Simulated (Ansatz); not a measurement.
Species: TeCl₂, charge 0, singlet. TeCl2 (chloro tellurohypochlorite, SMILES Cl[Te]Cl).
B3LYP-D3(BJ)/def2-TZVP minimum from Ansatz (a first-principles code):
```xyz
3

Te     0.0013    -0.0066     0.6001
Cl     1.1468     1.3851    -0.9052
Cl    -1.1508    -1.3649    -0.9305
```

Total energies in def2-TZVPP, 20 correlated electrons, 19 frozen orbitals. Radicals and triplets start from unrestricted determinants; spin-orbit coupling is neglected. Cores are frozen in correlated methods (noble-gas shells, and filled d and f shells in the p block). Past Kr the def2 sets carry scalar-relativistic core potentials. Spin-orbit terms, left out, reach several kcal/mol for Br and I, and more for heavier atoms.

```json
[
 {"method": "HF", "program": "Ansatz", "energy (Eh)": "-1186.05567", "minus CCSDT(Q) (mEh)": "573.76"},
 {"method": "MP2", "program": "Ansatz", "energy (Eh)": "-1186.56008", "minus CCSDT(Q) (mEh)": "69.35"},
 {"method": "CCSD", "program": "Ansatz", "energy (Eh)": "-1186.60136", "minus CCSDT(Q) (mEh)": "28.07"},
 {"method": "CCSD(T)", "program": "Ansatz", "energy (Eh)": "-1186.62658", "minus CCSDT(Q) (mEh)": "2.85"},
 {"method": "CCSDT(Q)", "program": "Ansatz", "energy (Eh)": "-1186.62943", "minus CCSDT(Q) (mEh)": "0.00"}
]
```

Rough core times of Ansatz's runs on a shared machine: CCSD(T) under 20 s, CCSDT(Q) 10 min.
